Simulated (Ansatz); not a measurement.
The cluster H₄Au₂⁺, 6 atoms. Hardware: 4 threads of Arm Neoverse V2 on a shared host.

In the def2 sets Au takes a core potential; there is no spin–orbit coupling. Correlated methods freeze no core orbitals; core or outer-core shells of Au are correlated, in sets that lack core-valence functions.

(1) How many basis functions does each of these Ansatz runs have, and roughly what does it cost? PBE0-D4/def2-TZVP, charge 1 doublet, relaxation, 12 steps; B3LYP-D4/def2-TZVP, charge 1 doublet, energy, from earlier orbitals; PBE0-D4/def2-TZVP, charge 0 triplet at the geometry of the charge 1 doublet, energy; PBE-D4/def2-TZVP, charge 0 triplet at the geometry of the charge 1 doublet, energy, from earlier orbitals; revPBE-D4/def2-TZVP, charge 1 doublet, energy, from earlier orbitals; PBE0-D4/def2-TZVP, charge 1 doublet, energy and forces, from earlier orbitals; r2SCAN-D4/def2-TZVP, charge 0 singlet at the geometry of the charge 1 doublet, energy, from earlier orbitals; ωB97X-V/def2-TZVP, charge 1 doublet, energy, from earlier orbitals; PBE0-D4/def2-TZVP, charge 0 singlet at the geometry of the charge 1 doublet, energy; r2SCAN-D4/def2-TZVP, charge 1 doublet, energy, from earlier orbitals; PBE0-D4/def2-TZVP, charge 1 doublet, frequencies; CCSD(T)/def2-TZVP, charge 1 doublet, energy, from earlier orbitals.

## Answers

(1) Other jobs shared the machine, so times can vary by a factor of up to 3. A dash marks memory too small to be measured apart from the calling script's.

```tsv
run	functions	fitting or Cholesky vectors	wall time	peak host memory (GiB)
PBE0-D4/def2-TZVP, charge 0 singlet at the geometry of the charge 1 doublet, energy	104	998	0.85 s	–
revPBE-D4/def2-TZVP, charge 1 doublet, energy, from earlier orbitals	104	892	1.4 s	–
r2SCAN-D4/def2-TZVP, charge 0 singlet at the geometry of the charge 1 doublet, energy, from earlier orbitals	104	892	1.6 s	–
B3LYP-D4/def2-TZVP, charge 1 doublet, energy, from earlier orbitals	104	956	1.8 s	–
r2SCAN-D4/def2-TZVP, charge 1 doublet, energy, from earlier orbitals	104	892	2.9 s	–
PBE-D4/def2-TZVP, charge 0 triplet at the geometry of the charge 1 doublet, energy, from earlier orbitals	104	892	3.2 s	–
PBE0-D4/def2-TZVP, charge 1 doublet, energy and forces, from earlier orbitals	104	948	3.6 s	–
PBE0-D4/def2-TZVP, charge 0 triplet at the geometry of the charge 1 doublet, energy	104	998	4.3 s	–
ωB97X-V/def2-TZVP, charge 1 doublet, energy, from earlier orbitals	104	898	5.5 s	–
PBE0-D4/def2-TZVP, charge 1 doublet, relaxation, 12 steps	104	1043	27 s	–
PBE0-D4/def2-TZVP, charge 1 doublet, frequencies	104	1038	44 s	–
CCSD(T)/def2-TZVP, charge 1 doublet, energy, from earlier orbitals	104	948	50 s	1.5
```
